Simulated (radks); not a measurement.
Neutral gold inside a hard spherical wall (all orbitals vanish at R), configuration held at [Xe] 4f14 5d10 6s1 and not refilled when levels cross. Method: scalar-relativistic Kohn-Sham, PBE, spin-polarised, spherical densities, finite nucleus; open shells are filled with parallel spins first (spin-orbit coupling, left out, can overturn this in heavy ions); Fermi nuclear charge, rms radius 5.4371 fm; computed with a radial shooting solver on a logarithmic mesh with Libxc functionals. Eigenvalues in eV for spin up, with the zero of energy where the potential of the charges vanishes at infinity; a dash marks a level that is unbound or too diffuse for the functional's potential to be trusted. A positive occupied level is held by the wall or, in an anion where self-interaction has pushed it up, behind a barrier. The pressure on the wall is -dE/dV.

| R (bohr) | E (hartree) | kinetic (hartree) | e(4f) | e(5p) | e(5d) | e(6s) | e(6p, empty) | e(7s, empty) | pressure (GPa) |
|---|---|---|---|---|---|---|---|---|---|
| free | -19007.6256 | 21254.940 | -81.107 | -59.767 | -6.991 | -6.076 | - | - | 0 |
| 15 | -19007.6256 | 21254.940 | -81.107 | -59.767 | -6.991 | -6.076 | -0.986 | 0.274 | < 0.0001 |
| 10 | -19007.6255 | 21254.941 | -81.099 | -59.759 | -6.983 | -6.069 | -0.845 | 1.541 | 0.00270 |
| 8 | -19007.6244 | 21254.953 | -81.031 | -59.691 | -6.921 | -6.003 | -0.471 | 3.727 | 0.0593 |
| 7 | -19007.6210 | 21254.981 | -80.887 | -59.549 | -6.792 | -5.857 | 0.023 | 6.147 | 0.291 |
| 5 | -19007.5556 | 21255.381 | -79.309 | -58.050 | -5.443 | -4.148 | 3.560 | 19.941 | 9.32 |
| 2.5 | -19003.2506 | 21273.432 | -49.769 | -33.425 | 20.791 | 42.639 | 68.021 | 182.91 | 3400 |
| 2 | -18994.1176 | 21308.641 | -18.569 | -7.297 | 53.314 | 112.23 | 152.29 | 358.38 | 19400 |
